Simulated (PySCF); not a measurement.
## Static response to an electric field

Compound: C7H7BO.
Atom-mapped SMILES: `[BH2:1]/[C:2]([C:3]#[CH:4])=[C:5](\[C:6]#[CH:7])[O:8][CH3:9]` (hydrogens: H10, H11 on B1; H12 on C4; H13 on C7; H14, H15, H16 on C9)

Cartesian coordinates in Å at the GFN2-xTB level; atoms count from 1:
```xyz
16
C7H7BO angstrom
B      1.258    1.788    1.199
C      1.072    0.507    0.382
C      2.206   -0.241   -0.020
C      3.187   -0.853   -0.346
C     -0.157    0.022    0.003
C     -1.355    0.688    0.350
C     -2.420    1.188    0.599
O     -0.228   -1.121   -0.719
C     -1.498   -1.596   -1.095
H      2.338    2.136    1.485
H      0.325    2.410    1.534
H      4.045   -1.386   -0.628
H     -3.319    1.670    0.848
H     -1.318   -2.509   -1.659
H     -2.116   -1.820   -0.221
H     -2.026   -0.873   -1.725
```

Level: CAM-B3LYP/def2-SVPD (PySCF), static field, nuclei fixed, core orbitals frozen in the response. The polarisability tensor in these axes (au):

```
x   160.73  -9.16   0.25
y    -9.16  95.14  20.76
z     0.25  20.76  74.32
```

Diagonalise the tensor; give its mean and Δα, where Δα² is half the sum of the squared differences of the eigenvalues.

Principal values 61.25, 106.88 and 162.07 au; mean 110.07 au = 16.31 Å³ = 18.15 × 10⁻⁴⁰ C²·m²/J; Δα = 87.45 au (79 % of the mean).

What is the dipole moment, and where does it point?

(-3.57, -0.94, -0.81) D, 3.78 D in size, pointing from the negative to the positive side. Measured along this direction, the outermost atoms are H12 at the negative end and H13, H15 and H16 at the positive end.

Form Σ f/ω² (atomic units) for the 8 lowest TDDFT singlets, given as eV and f, and set it beside the mean polarisability, which is this sum over all singlets: 3.98, 0.3429; 4.43, 0.0000; 5.14, 0.0000; 5.60, 0.0001; 5.73, 0.1793; 5.75, 0.0000; 5.95, 0.0297; 6.14, 0.0016.

They add up to 20.75 au, 18.9 % of the 110.07 au; the largest single term is 16.05 au, from the state at 3.98 eV. Terms in order: 16.05, 0.00, 0.00, 0.00, 4.04, 0.00, 0.62, 0.03 au. Higher excitations give the rest. The strengths listed sum to 0.554.

Find the Langevin capture rate constant for NH4+ (18.034 u) meeting this molecule (118.059 u), k = 2.342 × 10⁻⁹ cm³/s × √(α in Å³ / reduced mass in u).

The reduced mass is 15.64 u, so k = 2.39 × 10⁻⁹ cm³/s. The formula leaves out the permanent dipole, which adds to the capture rate.

What depolarisation ratio follows for Rayleigh scattering of linearly polarised light, taking the static tensor?

ρ = 3Δα²/(45ᾱ² + 4Δα²) = 22940.4/(545145 + 30587.2) = 0.0398.

How large is μ²/3kT at 250 K beside α?

In Gaussian units μ²/3kT = 137.95 Å³ against 16.31 Å³, a ratio of 8.46; the Debye molar polarisation (4π/3)N_A(α + μ²/3kT) is 389.1 cm³/mol, leaving out the vibrational part.

What would n − 1 = 2πNα be for an ideal gas of these molecules at 273.15 K and 1 atm, electronic part alone?

N = p/kT = 2.6868 × 10¹⁹ cm⁻³, so n − 1 = 2π × N × 16.31 × 10⁻²⁴ cm³ = 2753 × 10⁻⁶ at long wavelengths.

Isolated species at its GFN2-xTB geometry (one conformer only).

These values come from a run that also computed excited states. Hardware: one thread of an Arm Neoverse V1, on a shared host. Cost: 81 s wall (with the writing of density and orbital grids), 1.1 GiB resident at most.
